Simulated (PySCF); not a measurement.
A PySCF script (with the pyscf-properties extension) for the NMR shieldings of `CC[C@]1(S[SiH3])CO[SiH2]O1`, C₄H₁₂O₂SSi₂, on a GFN2-xTB geometry:

```python
import basis_set_exchange as bse
import numpy as np
from pyscf import gto, dft
from pyscf.prop import nmr

atoms = """
C    -2.211311   -1.192160   -0.582049
C    -0.827620   -0.718796   -1.003563
C    -0.149740    0.177588    0.031146
S     0.078283   -0.747446    1.604615
Si    2.032829   -1.518064    1.160941
C    -0.938638    1.477701    0.307071
O    -0.053938    2.558204    0.283077
Si    1.434863    2.143726   -0.235365
O     1.117071    0.538625   -0.424408
H    -2.154589   -1.702882    0.375955
H    -2.605667   -1.881924   -1.323732
H    -2.900686   -0.357442   -0.483495
H    -0.180873   -1.582872   -1.171224
H    -0.881329   -0.156570   -1.940446
H     2.166439   -2.539781    2.189387
H     3.032250   -0.470429    1.305001
H     2.011589   -2.104420   -0.171502
H    -1.696901    1.633158   -0.467479
H    -1.424682    1.435630    1.284532
H     1.741057    2.649587   -1.561306
H     2.402672    2.375510    0.822372
"""
names = dict.fromkeys(["C", "S", "Si", "O", "H"], "pcSseg-1")
basis = {el: gto.basis.parse(bse.get_basis(n, elements=[el], fmt="nwchem")) for el, n in names.items()}
mol = gto.M(atom=atoms, basis=basis, charge=0, verbose=0)
mf = dft.RKS(mol, xc="PBE0")
mf.grids.level = 2
mf.grids.alignment = dft.numint.BLKSIZE   # the property module wants whole blocks of grid points
mf.conv_tol = 1e-9
mf.kernel()

calc = nmr.RKS(mf)   # GIAO
C = mf.mo_coeff
Co = C[:, mf.mo_occ > 0]
resp = mf.gen_response(singlet=True, hermi=2)
def vind(x):   # induced exchange potential for any number of trial vectors
    d = np.einsum("pi,xij,qj->xpq", C, 2 * x.reshape(-1, C.shape[1], Co.shape[1]), Co, optimize=True)
    return np.einsum("xpq,pi,qj->xij", resp(d - d.transpose(0, 2, 1)), C, Co, optimize=True).ravel()
mo1, _ = nmr.rhf.solve_mo1(calc, with_cphf=vind)
sigma = calc.kernel(mo1)
for i, s in enumerate(sigma):   # ppm
    print("%2d %-2s %9.2f" % (i, mol.atom_pure_symbol(i), np.trace(s) / 3))
```

Question: What does it print?

Answer: 
```
 0 C     174.94
 1 C     145.36
 2 C      95.14
 3 S     568.50
 4 Si    415.36
 5 C     106.67
 6 O     300.58
 7 Si    350.06
 8 O     228.34
 9 H      29.97
10 H      30.59
11 H      31.07
12 H      29.32
13 H      30.03
14 H      27.46
15 H      27.25
16 H      26.93
17 H      27.36
18 H      27.17
19 H      26.66
20 H      26.45
```

These numbers come from an equivalent density-fitted implementation of the same equations, which agrees with the script to about 0.01 ppm for H and up to a few tenths of a ppm for heavy atoms, so last digits may differ.

Question: Turn these shieldings into chemical shifts. References, each an isolated molecule treated in the same way: ¹³C (σ = 186.93 ppm), ²⁹Si (σ = 349.16 ppm), ¹H (σ = 31.72 ppm) vs TMS; CS2 for ³³S (σ = 503.73 ppm); ¹⁷O (σ = 336.08 ppm) against H2O.

Answer: Averaging equivalent atoms: C 2: 91.8; C 5: 80.3; C 1: 41.6; C 0: 12.0; S 3: -65; Si 7: -0.9; Si 4: -66.2; O 8: 107.7; O 6: 35.5; H 20: 5.27; H 19: 5.05; H 18: 4.55; H 14/15/16: 4.50; H 17: 4.36; H 12: 2.40; H 13: 1.69; H 9/10/11: 1.17 ppm. Experimental scales use liquid or dissolved standards, which lie at an offset from isolated H2O (liquid H2O: subtract about 36 ppm).

Size and cost of the density-fitted run: 234 basis functions, 2.5 min wall time on 1 thread of an Intel Xeon, shared host; peak memory 0.98 GiB.
